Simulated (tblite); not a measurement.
Species: C6H8N2O.
Atom-mapped SMILES: `[CH2:1]=[CH:2][c:3]1[n:4][nH:5][cH:6][c:7]1[O:8][CH3:9]` (hydrogens: H10, H11 on C1; H12 on C2; H13 on N5; H14 on C6; H15, H16, H17 on C9)

The geometry is computed with GFN2-xTB (gas phase).

**Question.** What internal coordinates does the optimisation give?

**Answer.** 
| bond | length (Å) | order |
| --- | --- | --- |
| C1=C2 | 1.327 | double |
| C2–C3 | 1.444 | single |
| C3–N4 | 1.328 | aromatic |
| N4–N5 | 1.323 | aromatic |
| N5–C6 | 1.359 | aromatic |
| C6–C7 | 1.377 | aromatic |
| C7–O8 | 1.357 | single |
| O8–C9 | 1.406 | single |
| C3–C7 | 1.424 | aromatic |
| C1–H10 | 1.076 | single |
| C1–H11 | 1.076 | single |
| C2–H12 | 1.081 | single |
| N5–H13 | 1.007 | single |
| C6–H14 | 1.071 | single |
| C9–H15, C9–H16, C9–H17 | 1.093 | single |

Bonds in one row agree within 0.01 Å and their mean is given. Orders are formal, as drawn. A selection of angles:
| angle | degrees |
| --- | --- |
| C2–C1–H10 | 120.6 |
| C2–C1–H11 | 121.8 |
| H10–C1–H11 | 117.6 |
| C1–C2–C3 | 124.0 |
| C1–C2–H12 | 121.7 |
| C3–C2–H12 | 114.3 |
| C2–C3–N4 | 124.3 |
| C2–C3–C7 | 126.1 |
| N4–C3–C7 | 109.6 |
| C3–N4–N5 | 106.5 |
| N4–N5–C6 | 112.8 |
| N4–N5–H13 | 119.8 |
| C6–N5–H13 | 127.4 |
| N5–C6–C7 | 105.8 |
| N5–C6–H14 | 121.7 |
| C7–C6–H14 | 132.5 |
| C6–C7–O8 | 130.7 |
| C3–C7–C6 | 105.3 |
| C3–C7–O8 | 124.0 |
| C7–O8–C9 | 115.5 |
| O8–C9–H15 | 106.2 |
| O8–C9–H16 | 111.2 |
| H15–C9–H16 | 109.5 |

Dihedral angles: C1–C2–C3–N4 0° (synperiplanar); C6–C7–O8–C9 0° (synperiplanar).

The C–O distances run from 1.357 Å (C7–O8, drawn single) to 1.406 Å (O8–C9, drawn single), a spread of 0.049 Å. N5 (pyrrole-type nitrogen) is planar (angles 127.4°, 119.8° and 112.8°, sum 360.0°, 0.00 Å off the plane of its three neighbours). Of the pairs four or more bonds apart, N4···H10 is among the closest relative to their van der Waals radii: 2.66 Å, 97 % of the sum of Bondi's values. The 2 C–N bonds span 1.328 Å (C3–N4, aromatic) to 1.359 Å (N5–C6, aromatic), a spread of 0.031 Å. The 9 heavy atoms lie in one plane (0.001 Å rms). The 5-membered ring C3–N4–N5–C6–C7 has internal angles of 105.3° to 112.8° (sum 540°, against 540° for a flat polygon); it is planar, 0.00 Å rms from its mean plane, widest ring torsion 0°. The 4 C–C bonds span 1.327 Å (C1=C2, drawn double) to 1.444 Å (C2–C3, drawn single), a spread of 0.117 Å.

Point group: Cs (tolerance 0.08 Å). Its GFN2-xTB frequencies are all real (lowest 76 cm⁻¹). One conformer, not necessarily the lowest.
